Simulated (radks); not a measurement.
Q: These are the eigenvalues of the occupied orbitals of an atom or ion with whole-number occupations (eV). All-electron calculation, non-relativistic Kohn-Sham, exchange-only PBE, spin-polarised, spherical densities, point nucleus. Program: a radial shooting solver on a logarithmic mesh with Libxc functionals.

| orbital | eigenvalue |
|---|---|
| 1s | -75020.41 |
| 2s | -12558.02 |
| 2p | -12080.07 |
| 3s | -2955.429 |
| 3p | -2729.389 |
| 3d | -2307.612 |
| 4s | -631.7224 |
| 4p | -533.6530 |
| 4d | -353.1052 |
| 4f | -110.2527 |
| 5s | -91.9250 |
| 5p | -60.3070 |
| 5d | -11.1155 |
| 6s | -4.6457 |

Which element is it, and in what charge state? The configuration may be excited. Open shells, if any, are filled with parallel spins first.

A: Z = 80, mercury, charge 0: Hg in [Hg]. The list shows which subshells hold electrons but not how many an open one holds; the 1s level, -2756.9 hartree, gives Z - s = 74.3 by -(Z - s)^2/2, which with screening narrows Z to a few neighbours, and the depths of the outer levels then fix element, charge and occupations together.
